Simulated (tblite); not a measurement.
Parent: `[CH3:1][Si@@H:2]([CH2:3][SiH3:4])[CH2:5][SiH2:6][F:7]` with C1–Si2–C3–Si4 61°, C1–Si2–C5–Si6 -174°, Si2–C5–Si6–F7 -174°, C3H13FSi3.

Structures optimised with GFN2-xTB, isolated species. One conformer each, not checked by frequencies here.

```json
{"coordinate of the parent": "C1–Si2", "value": "1.901 Å"}
{"coordinate of the parent": "Si2–C3", "value": "1.903 Å"}
{"coordinate of the parent": "C3–Si4", "value": "1.899 Å"}
{"coordinate of the parent": "Si2–C5", "value": "1.904 Å"}
{"coordinate of the parent": "C5–Si6", "value": "1.887 Å"}
{"coordinate of the parent": "Si6–F7", "value": "1.617 Å"}
{"coordinate of the parent": "C1–Si2–C3", "value": "110.4°"}
{"coordinate of the parent": "C1–Si2–C5", "value": "109.3°"}
{"coordinate of the parent": "C3–Si2–C5", "value": "110.3°"}
{"coordinate of the parent": "Si2–C3–Si4", "value": "116.6°"}
{"coordinate of the parent": "Si2–C5–Si6", "value": "115.5°"}
{"coordinate of the parent": "C5–Si6–F7", "value": "107.7°"}
```

Task: How does the shared frame change in `[CH3:1][Si@@:2]([Cl:3])([CH2:4][SiH3:5])[CH2:6][SiH2:7][F:8]` with C1–Si2–C4–Si5 -54°, C1–Si2–C6–Si7 -174°, Si2–C6–Si7–F8 67°, C3H12ClFSi3? Atoms pair as C1 = C1, Si2 = Si2, C3 = C4, Si4 = Si5, C5 = C6, Si6 = Si7, F7 = F8 (parent first).

Result: 
```
    parent    relative  value in the relative  change
    C1–Si2      C1–Si2                1.903 Å  +0.002
    Si2–C3      Si2–C4                1.900 Å  -0.003
    C3–Si4      C4–Si5                1.903 Å  +0.004
    Si2–C5      Si2–C6                1.913 Å  +0.009
    C5–Si6      C6–Si7                1.893 Å  +0.006
    Si6–F7      Si7–F8                1.615 Å  -0.002
 C1–Si2–C3   C1–Si2–C4                 111.7°    +1.3
 C1–Si2–C5   C1–Si2–C6                 110.0°    +0.7
 C3–Si2–C5   C4–Si2–C6                 112.0°    +1.7
Si2–C3–Si4  Si2–C4–Si5                 116.6°     0.0
Si2–C5–Si6  Si2–C6–Si7                 115.7°    +0.2
 C5–Si6–F7   C6–Si7–F8                 106.8°    -0.9
```

Of the parent's bonds, Si2–C5 changes most (+0.009 Å). Bonds of the relative outside the shared frame: Si2–Cl3 2.044 Å. Point group C1 → C1.

Task: How does the shared frame change in `[CH3:1][Si@:2]([OH:3])([CH2:4][SiH3:5])[CH2:6][SiH2:7][F:8]` with C1–Si2–O3–H -174°, C1–Si2–C4–Si5 -179°, C1–Si2–C6–Si7 60°, Si2–C6–Si7–F8 54°, C3H13FOSi3? Atoms pair as C1 = C1, Si2 = Si2, C3 = C4, Si4 = Si5, C5 = C6, Si6 = Si7, F7 = F8 (parent first).

Result: 
```json
{"parent": "C1–Si2", "relative": "C1–Si2", "value in the relative": "1.897 Å", "change": "-0.004"}
{"parent": "Si2–C3", "relative": "Si2–C4", "value in the relative": "1.904 Å", "change": "+0.001"}
{"parent": "C3–Si4", "relative": "C4–Si5", "value in the relative": "1.894 Å", "change": "-0.005"}
{"parent": "Si2–C5", "relative": "Si2–C6", "value in the relative": "1.913 Å", "change": "+0.009"}
{"parent": "C5–Si6", "relative": "C6–Si7", "value in the relative": "1.886 Å", "change": "-0.001"}
{"parent": "Si6–F7", "relative": "Si7–F8", "value in the relative": "1.616 Å", "change": "-0.001"}
{"parent": "C1–Si2–C3", "relative": "C1–Si2–C4", "value in the relative": "112.1°", "change": "+1.7"}
{"parent": "C1–Si2–C5", "relative": "C1–Si2–C6", "value in the relative": "110.6°", "change": "+1.3"}
{"parent": "C3–Si2–C5", "relative": "C4–Si2–C6", "value in the relative": "110.1°", "change": "-0.2"}
{"parent": "Si2–C3–Si4", "relative": "Si2–C4–Si5", "value in the relative": "115.6°", "change": "-1.0"}
{"parent": "Si2–C5–Si6", "relative": "Si2–C6–Si7", "value in the relative": "115.7°", "change": "+0.2"}
{"parent": "C5–Si6–F7", "relative": "C6–Si7–F8", "value in the relative": "108.5°", "change": "+0.8"}
```

Of the parent's bonds, Si2–C5 changes most (+0.009 Å). Bonds of the relative outside the shared frame: Si2–O3 1.640 Å. Point group C1 → C1.

Task: How does the shared frame change in `[CH:1]#[C:2][Si@@:3]([CH3:4])([CH2:5][SiH3:6])[CH2:7][SiH2:8][F:9]` with C2–Si3–C5–Si6 180°, C2–Si3–C7–Si8 -60°, Si3–C7–Si8–F9 -61°, C5H13FSi3? Atoms pair as C1 = C4, Si2 = Si3, C3 = C5, Si4 = Si6, C5 = C7, Si6 = Si8, F7 = F9 (parent first).

Result: 
```csv
parent,relative,value in the relative,change
C1–Si2,C4–Si3,1.904 Å,+0.003
Si2–C3,Si3–C5,1.903 Å,0.000
C3–Si4,C5–Si6,1.899 Å,0.000
Si2–C5,Si3–C7,1.913 Å,+0.009
C5–Si6,C7–Si8,1.888 Å,+0.001
Si6–F7,Si8–F9,1.615 Å,-0.002
C1–Si2–C3,C4–Si3–C5,111.3°,+0.9
C1–Si2–C5,C4–Si3–C7,109.9°,+0.6
C3–Si2–C5,C5–Si3–C7,111.8°,+1.5
Si2–C3–Si4,Si3–C5–Si6,115.9°,-0.7
Si2–C5–Si6,Si3–C7–Si8,115.0°,-0.5
C5–Si6–F7,C7–Si8–F9,108.0°,+0.3
```

Of the parent's bonds, Si2–C5 changes most (+0.009 Å). Bonds of the relative outside the shared frame: C1≡C2 1.202, C2–Si3 1.863 Å. Point group C1 → C1.

Task: How does the shared frame change in `[CH3:1][Si@@:2]([CH2:3][F:4])([CH2:5][SiH3:6])[CH2:7][SiH2:8][F:9]` with C1–Si2–C3–F4 175°, C1–Si2–C5–Si6 73°, C1–Si2–C7–Si8 171°, Si2–C7–Si8–F9 170°, C4H14F2Si3? Atoms pair as C1 = C1, Si2 = Si2, C3 = C5, Si4 = Si6, C5 = C7, Si6 = Si8, F7 = F9 (parent first).

Result: 
| parent | relative | value in the relative | change |
| --- | --- | --- | --- |
| C1–Si2 | C1–Si2 | 1.906 Å | +0.005 |
| Si2–C3 | Si2–C5 | 1.903 Å | 0.000 |
| C3–Si4 | C5–Si6 | 1.900 Å | +0.001 |
| Si2–C5 | Si2–C7 | 1.903 Å | -0.001 |
| C5–Si6 | C7–Si8 | 1.897 Å | +0.010 |
| Si6–F7 | Si8–F9 | 1.620 Å | +0.003 |
| C1–Si2–C3 | C1–Si2–C5 | 111.4° | +1.0 |
| C1–Si2–C5 | C1–Si2–C7 | 110.7° | +1.4 |
| C3–Si2–C5 | C5–Si2–C7 | 112.0° | +1.7 |
| Si2–C3–Si4 | Si2–C5–Si6 | 115.8° | -0.8 |
| Si2–C5–Si6 | Si2–C7–Si8 | 115.7° | +0.2 |
| C5–Si6–F7 | C7–Si8–F9 | 106.3° | -1.4 |

Of the parent's bonds, C5–Si6 changes most (+0.010 Å). Bonds of the relative outside the shared frame: Si2–C3 1.931, C3–F4 1.385 Å. Point group C1 → C1.

Task: How does the shared frame change in `[CH2:1]=[CH:2][Si@:3]([CH3:4])([CH2:5][SiH3:6])[CH2:7][SiH2:8][F:9]` with C1–C2–Si3–C4 149°, C2–Si3–C5–Si6 60°, C2–Si3–C7–Si8 52°, Si3–C7–Si8–F9 52°, C5H15FSi3? Atoms pair as C1 = C4, Si2 = Si3, C3 = C5, Si4 = Si6, C5 = C7, Si6 = Si8, F7 = F9 (parent first).

Result: 
| parent | relative | value in the relative | change |
| --- | --- | --- | --- |
| C1–Si2 | C4–Si3 | 1.906 Å | +0.005 |
| Si2–C3 | Si3–C5 | 1.905 Å | +0.002 |
| C3–Si4 | C5–Si6 | 1.897 Å | -0.002 |
| Si2–C5 | Si3–C7 | 1.922 Å | +0.018 |
| C5–Si6 | C7–Si8 | 1.888 Å | +0.001 |
| Si6–F7 | Si8–F9 | 1.615 Å | -0.002 |
| C1–Si2–C3 | C4–Si3–C5 | 110.5° | +0.1 |
| C1–Si2–C5 | C4–Si3–C7 | 108.6° | -0.7 |
| C3–Si2–C5 | C5–Si3–C7 | 109.3° | -1.0 |
| Si2–C3–Si4 | Si3–C5–Si6 | 116.3° | -0.3 |
| Si2–C5–Si6 | Si3–C7–Si8 | 115.4° | -0.1 |
| C5–Si6–F7 | C7–Si8–F9 | 108.7° | +1.0 |

Of the parent's bonds, Si2–C5 changes most (+0.018 Å). Bonds of the relative outside the shared frame: C1=C2 1.323, C2–Si3 1.892 Å. Point group C1 → C1.

The numbers are calculated, not measured.
